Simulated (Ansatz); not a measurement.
`C[SiH2]SS` + `[NH2][GeH3]` → `C[SiH2][NH][GeH3]` + `SS` at 400 K and 1 bar (ligand exchange at the Si–S bond).

Gas-phase electronic energies from Ansatz, PBE0-D4/def2-TZVP geometries. CBS: MP2 limit from def2 TZ/QZ plus the TZ coupled-cluster correction, frozen cores. This one scheme is used for every species. For Ge outer-core shells are correlated without core-valence functions, which leaves a few kJ/mol of doubt a bond. Scalar relativity is left out up to krypton. Each species was taken in one conformer, which may not be the lowest.

| species | CCSD(T)/CBS energy (Eh) | H − E (kJ/mol) | S (J/(mol·K)) |
| --- | --- | --- | --- |
| `C[SiH2]SS` | -1126.32699 | 204.7 | 385.3 |
| `[NH2][GeH3]` | -2133.81884 | 149.5 | 296.9 |
| `C[SiH2][NH][GeH3]` | -2463.39859 | 282.7 | 421.9 |
| `SS` | -796.74576 | 65.3 | 266.1 |

H − E and S are ideal-gas, rigid-rotor, harmonic terms from PBE0-D4/def2-TZVP, for one conformer and one mirror image of each species. 1 Eh = 2625.50 kJ/mol, R = 8.31446 J/(mol·K).

Q: By hand: ΔE, ΔH, ΔS and ΔG.

A: ΔE = (-2463.39859) + (-796.74576) − (-1126.32699) − (-2133.81884) = 0.00148 Eh = 3.9 kJ/mol. Δ(H − E) = 282.7 + 65.3 − 204.7 − 149.5 = -6.2, so ΔH = -2.3 kJ/mol. ΔS = 421.9 + 266.1 − 385.3 − 296.9 = 5.8 J/(mol·K). ΔG = -2.3 − 400 × (5.8)/1000 = -4.6 kJ/mol.

Q: By hand: the equilibrium constant, and the temperature at which ΔG would vanish if ΔH and ΔS stayed fixed.

A: log₁₀ K = −ΔG/(RT ln 10) = 0.6. ΔH and −TΔS have one sign here, so there is no such temperature. One of them is within its doubt of zero, so this could turn.

TΔS isn't small against ΔH here. The sign of ΔG lies within the doubt. A doubt of 5 kJ/mol in ΔE shifts log₁₀ K by 0.7 here. Other conformers and mirror images would add mixing entropy, several J/(mol·K) or more a flexible species. Modes under 60 cm⁻¹, often nearly free rotors, make the harmonic entropy too high. These are equilibria of isolated gas molecules and say nothing of rates. Largest T1 diagnostic: 0.011 (customary marks: 0.02 for closed shells, 0.045 for open ones).
